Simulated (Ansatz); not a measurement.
The cluster SiTe₂⁺ was relaxed with B3LYP-D4 (def2-TZVP) in Ansatz in these states: charge +1 doublet, charge +1 quartet. The geometries follow in no particular order.

In the def2 sets Te takes a core potential; there is no spin–orbit coupling.

A:

Cartesian coordinates in Å:
```
Si -0.2900 -0.1073 1.0525
Te 1.2758 1.3914 -0.0783
Te -0.9858 -1.2841 -0.9742
```

B:

```xyz
3

Si    1.1899   -0.7724   -0.3565
Te   -0.9298    0.4720   -1.1247
Te   -0.2600    0.3004    1.4812
```

Question: Judge from the bond lengths which geometry belongs to which state (an estimate).

Answer: A is the charge +1 quartet (Te2–Te3 3.616 Å, Si1–Te2 2.445 Å, Si1–Te3 2.445 Å); B is the charge +1 doublet (Te2–Te3 2.696 Å, Si1–Te2 2.575 Å, Si1–Te3 2.575 Å).

At PBE0-D4/def2-TZVP a doublet lies 1.35 eV below the charge +1 quartet. These are the stationary points nearest to one start from a short search; other shapes may lie lower in each state.
